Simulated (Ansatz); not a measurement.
C2Si, SMILES [C][C][Si] (connectivity only; charge and spin as stated), neutral, multiplicity 1.

Geometry: PBE0-D3(BJ)/def2-TZVP. The geometry has at least one imaginary mode, so it is a saddle point at that level.

Two levels are set side by side: PBE/def2-TZVPD (Ansatz, a program for electronic structure) and PBE0/def2-TZVPD (Ansatz). Energy differences of separate SCF runs at the same geometry; the states with an electron removed or added have multiplicity 2 and 2. Differences are taken from unrounded values.

```tsv
quantity	PBE0
vertical ionisation energy (eV)	9.77
vertical electron affinity (eV)	1.66
vertical singlet–triplet gap (eV)	1.97
```

Problem. What does PBE give, and how far is it from PBE0? (Estimate from the structure and the level; the computed values follow.)

Solution. 
```json
[
 {"quantity": "vertical ionisation energy (eV)", "PBE": "9.71", "PBE minus PBE0": "-0.06"},
 {"quantity": "vertical electron affinity (eV)", "PBE": "1.59", "PBE minus PBE0": "-0.07"},
 {"quantity": "vertical singlet–triplet gap (eV)", "PBE": "1.93", "PBE minus PBE0": "-0.04"}
]
```
